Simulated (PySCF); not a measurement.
Geometry:
| atom | x (Å) | y (Å) | z (Å) |
| --- | --- | --- | --- |
| F1 | 2.753 | 1.005 | 0.187 |
| C2 | 1.496 | 0.557 | 0.122 |
| C3 | 1.211 | -0.734 | 0.248 |
| C4 | -0.201 | -1.202 | 0.090 |
| F5 | -0.758 | -1.490 | 1.334 |
| C6 | -1.043 | -0.120 | -0.583 |
| C7 | -0.717 | 1.225 | 0.058 |
| O8 | 0.652 | 1.566 | -0.111 |
| H9 | 1.985 | -1.446 | 0.468 |
| H10 | -0.245 | -2.147 | -0.465 |
| H11 | -2.102 | -0.341 | -0.454 |
| H12 | -0.807 | -0.096 | -1.647 |
| H13 | -0.945 | 1.182 | 1.131 |
| H14 | -1.279 | 2.041 | -0.399 |

- structure optimised with GFN2-xTB
- shieldings: GIAO PBE0/pcSseg-1
- run in PySCF 2.14.0 with density-fitted response routines
- one conformer, in vacuum, non-relativistic Hamiltonian

Scale: TMS for 13C (σref 186.93) (reference shieldings calculated alike).

**Question.** Do the 13C shifts follow the atomic charges (in e)? Tabulate both.

**Answer.** 
| atoms | hybridisation | δ (ppm) | σ para (ppm) | Hirshfeld | IAO | Mulliken | ESP-fitted |
| --- | --- | --- | --- | --- | --- | --- | --- |
| C2 | sp2 | 174.2 | -235 | +0.16 | +0.49 | +0.57 | +0.61 |
| C4 | sp3 | 84.7 | -139 | +0.06 | +0.17 | +0.19 | +0.50 |
| C3 | sp2 | 78.8 | -150 | -0.13 | -0.34 | -0.31 | -0.70 |
| C7 | sp3 | 66.1 | -125 | +0.02 | -0.06 | +0.06 | +0.29 |
| C6 | sp3 | 32.4 | -95 | -0.08 | -0.30 | -0.26 | -0.42 |

Correlation coefficients of δ with charge over these carbons: Hirshfeld +0.78, IAO +0.86, Mulliken +0.85, ESP-fitted +0.61; with the paramagnetic shielding -0.99. With so few points, grouped by hybridisation, these coefficients are fragile. Charge is one influence among several: hybridisation and low-lying excitations act through the paramagnetic term.

Shifts are as computed. Against solution values, carbons near 30 ppm lie about +3 ppm off and those near 130 ppm about +5 ppm. Of 1211 compounds with measured shifts, 218 miss one by over three times the rms of a fit or turn the order of signals round; such compounds aren't used in these exercises.
